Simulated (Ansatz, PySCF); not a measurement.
B(All)(H)2 (C3H7B), SMILES BCC=C.

Coordinates come from a PBE0-D3(BJ)/def2-SVP optimisation. The structure was generated by enumeration, and PubChem lists no compound with its InChIKey, so it may never have been made. One conformer was computed; it need not be the lowest.

Vertical ionisation energy (IE) and electron affinity (EA) in eV. Rows of orbital energies are one-electron estimates. Where ΔSCF, EOM or ADC give a negative EA the extra electron is unbound and the value depends on the basis.

| level | IE | EA |
|---|---|---|
| −ε(HOMO), −ε(LUMO), ωB97X/def2-TZVP (PySCF) | 9.59 | -0.98 |
| −ε(HOMO), −ε(LUMO), PBE/def2-TZVP (PySCF) | 6.14 | 2.35 |
| ΔSCF, CAM-B3LYP/def2-SVPD (Ansatz), final states of multiplicity 2 and 2 | 9.55 | -0.62 |
| ΔSCF, PBE/def2-SVPD (Ansatz), final states of multiplicity 2 and 2 | 9.39 | -0.46 |

Task: What vertical singlet–triplet gap does ΔSCF give with CAM-B3LYP/def2-SVPD (Ansatz, a program for electronic structure) and with PBE/def2-SVPD (Ansatz)? (An estimate is asked for; the answer gives what the named calculation found.)

Result: 4.33 and 4.22 eV (triplet above singlet where positive).
